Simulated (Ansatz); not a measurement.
A structure relaxed at PBE-D4/def2-SVPD in Ansatz, charge -1, doublet:

```xyz
7

Os   -1.0715   -0.6795   -0.1528
B    -0.0950    0.7162    1.1956
B     0.8094   -0.6528    0.9386
B    -0.0649    1.1248   -0.8321
B    -1.2144    1.3890    0.2588
B     0.8394   -0.2441   -1.0898
B     0.7969   -1.6535   -0.3183
```

(1) Give its formula and point group.

(2) Summarise the bond lengths by kind (pairs closer than 1.2 times the sum of covalent radii, bridged metal pairs left out).

Answers

(1) B₆Os⁻. Point group C2v (tolerance 0.1 Å).

(2) 6 × B–Os 2.11 to 2.17 Å; 6 × B–B 1.61 to 1.66 Å. The metal has 6 neighbours: B 2.17 Å, B 2.17 Å, B 2.17 Å, B 2.11 Å, B 2.17 Å, B 2.11 Å.

In the def2 sets Os takes a core potential; there is no spin–orbit coupling. The highest occupied level of the charge -1 doublet lies above zero (up to 0.10 eV). The electron is either unbound and held by the finite basis, or the level is raised by self-interaction error. Another isomer (doublet) lies 0.37 eV lower at PBE0-D4/def2-TZVPD; other spin states weren't run for this one.
